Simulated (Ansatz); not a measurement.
A nudged elastic band was laid between two geometries of C2H8BNSi (13 atoms, charge 0, multiplicity 1).

Theory: Ansatz 0.2.0, RKS LDA/6-31G.

```
movable images  : 5
climbing image  : yes
spring          : 5.0 eV/Å²
optimiser       : quadratic models (default)
start path      : through a guess of the saddle point
force threshold : 0.05 eV/Å
iteration limit : 60
end points      : relaxed
```

First end point:

```xyz
13
Properties=species:S:1:pos:R:3
N -2.212 1.033 0.914
B -1.086 0.316 0.505
C 0.024 0.986 -0.329
C 1.141 0.348 -0.750
Si 1.555 -1.470 -0.399
H -2.961 0.617 1.467
H -2.350 2.019 0.680
H -1.003 -0.851 0.826
H -0.089 2.054 -0.608
H 1.894 0.892 -1.345
H 0.546 -2.429 -1.002
H 1.657 -1.775 1.082
H 2.905 -1.775 -1.024
```

Last end point:

```xyz
13
Properties=species:S:1:pos:R:3
N -2.216 1.030 0.904
B -1.087 0.314 0.503
C 0.027 0.988 -0.323
C 1.145 0.351 -0.743
Si 1.555 -1.469 -0.399
H -2.354 2.016 0.671
H -2.970 0.613 1.452
H -1.004 -0.852 0.823
H -0.084 2.057 -0.596
H 1.903 0.897 -1.330
H 0.524 -2.423 -0.972
H 1.694 -1.771 1.081
H 2.886 -1.786 -1.057
```

Q: What changes between the two ends?

A: No bond is made or broken. The height of N1 over the plane of its neighbours goes from 0.00 to 0.00 Å. The two ends are copies of one structure, up to a mirror image or an exchange of like atoms.

Q: What energy profile does the band end with?

A: The run converged. The highest image is number 3 of 0 to 6, 1.52 eV above the ends, which have the same energy within 2 meV. A vibrational analysis at the climbing image gives one clearly imaginary mode, 1100i cm⁻¹: a first-order saddle point. Limits of this set-up: no polarisation functions.

```
image  path coordinate (Å)  energy (eV)  height of N1 over the plane of its neighbours (Å)
    0                 0.00         0.00                                               0.00
    1                 0.70         0.10                                              -0.01
    2                 1.41         0.77                                              -0.09
    3                 2.11         1.52                                              -0.24
    4                 2.82         0.77                                              -0.09
    5                 3.52         0.10                                              -0.01
    6                 4.23         0.00                                               0.00
```

Q: What is the geometry of the highest image?

A: 
```xyz
13
Properties=species:S:1:pos:R:3
N -2.248 1.150 0.857
B -1.065 0.414 0.434
C 0.117 1.078 -0.290
C 1.210 0.373 -0.682
Si 1.496 -1.493 -0.412
H -2.397 1.289 1.861
H -3.133 0.963 0.378
H -0.935 -0.796 0.645
H 0.074 2.162 -0.501
H 2.037 0.887 -1.205
H 0.460 -2.358 -1.100
H 1.558 -1.879 1.052
H 2.846 -1.824 -1.024
```

Q: What are the harmonic wavenumbers there?

A: 1100i, 99, 125, 144, 252, 317, 408, 482, 522, 603, 619, 691, 744, 833, 870, 888, 989, 1008, 1039, 1061, 1151, 1251, 1368, 1562, 1600, 2097, 2118, 2129, 2376, 3032, 3061, 3461, 3563 cm⁻¹.

The run took 76 s on 1 CPU thread of a shared host.
